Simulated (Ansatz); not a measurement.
GaO2H was relaxed with B3LYP-D4 (def2-TZVP) in Ansatz in these states: charge +1 doublet, neutral singlet. The geometries follow in no particular order.

A:

```csv
atom,x (Å),y (Å),z (Å)
Ga1,-0.5467,-0.0909,-0.2313
O2,-2.1469,-0.0316,-0.6413
O3,1.1677,-0.2570,0.1216
H4,1.5259,0.3795,0.7510
```

B:

Cartesian coordinates in Å:
```
Ga 0.110 0.106 0.538
O 0.271 0.625 2.210
O 0.111 -0.546 -1.039
H -0.493 -0.186 -1.710
```

Question: Judge from the bond lengths which geometry belongs to which state (an estimate).

Answer: A is the neutral singlet (Ga1–O2 1.653 Å, Ga1–O3 1.758 Å, O3–H4 0.964 Å); B is the charge +1 doublet (Ga1–O2 1.758 Å, Ga1–O3 1.706 Å, O3–H4 0.972 Å).

These are the stationary points nearest to one start from a short search; other shapes may lie lower in each state.
